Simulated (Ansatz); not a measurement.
Z-matrix (Å, degrees):
```
C
W 1 3.085
O 1 1.409 2 20.8
H 1 1.092 2 89.9 3 -168.4
H 1 1.092 2 121.5 3 -55.1
H 1 1.092 2 114.3 3 79.7
S 2 2.130 1 92.6 3 179.3
O 2 1.696 1 115.3 3 -68.8
Cl 2 2.265 1 119.0 3 64.5
```

The species carries charge 0 and has multiplicity 1. W: def2 effective core potential.

Q: List the PBE/def2-TZVPP orbital energies in eV (Ansatz). (Best estimate.)

A: Computed: Occupied: -2739.52, -2395.70, -512.01, -510.87, -271.14, -250.09, -208.67, -190.74, -190.64, -190.63, -154.75, -154.72, -154.66, -79.45, -44.08, -43.88, -43.67, -26.21, -22.99, -20.63, -17.79, -16.87, -13.08, -12.17, -12.15, -10.43, -9.95, -9.82, -9.66, -9.35, -8.41, -8.28, -7.98, -7.84, -7.25, -6.56. Lowest empty: -3.24, -3.18, -2.03, -1.42, -1.21, -0.53, 0.73, 1.40.
